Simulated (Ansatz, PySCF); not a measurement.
Process, species as SMILES: CB(I)I → C[B]I + I atom (the B-I bond at the site shown breaks; other sites are not compared here)
Structures are relaxed separately at B3LYP-D3(BJ)/def2-TZVP in Ansatz (a program for electronic structure).

Wanted: bond dissociation energy (enthalpy at 298 K, with B3LYP-D3(BJ) rigid-rotor harmonic-oscillator terms from PySCF), in kJ/mol. Valence correlation only, unless marked. UHF or UKS for open shells. No spin-orbit coupling. The frozen core is the preceding noble-gas configuration, with the filled d and f shells of earlier blocks. Past Kr the def2 sets carry scalar-relativistic core potentials. Basis-set limits of correlation are two-point, X^-3; Hartree-Fock from the larger set. The bracket is a focal-point correction in the basis named.

```json
[
 {"level": "CAM-B3LYP-D3(BJ)/def2-TZVPD", "program": "Ansatz + dftd3", "bond dissociation energy (kJ/mol)": "349.8"},
 {"level": "wB97M-V/def2-TZVPD", "program": "Ansatz", "bond dissociation energy (kJ/mol)": "365.7"},
 {"level": "MP2/def2-SVP", "program": "Ansatz", "bond dissociation energy (kJ/mol)": "354.6"},
 {"level": "RI-MP2/def2-QZVPP", "program": "Ansatz", "bond dissociation energy (kJ/mol)": "382.4"},
 {"level": "CCSD(T)/def2-SVP", "program": "Ansatz", "bond dissociation energy (kJ/mol)": "339.5"},
 {"level": "RI-MP2/CBS(def2-TZVPP,def2-QZVPP)+[CCSD(T)-MP2]/def2-SVP", "program": "Ansatz", "bond dissociation energy (kJ/mol)": "374.1"},
 {"level": "CCSD(T)/CBS(def2-TZVPP,def2-QZVPP)", "program": "Ansatz", "bond dissociation energy (kJ/mol)": "367.8"}
]
```
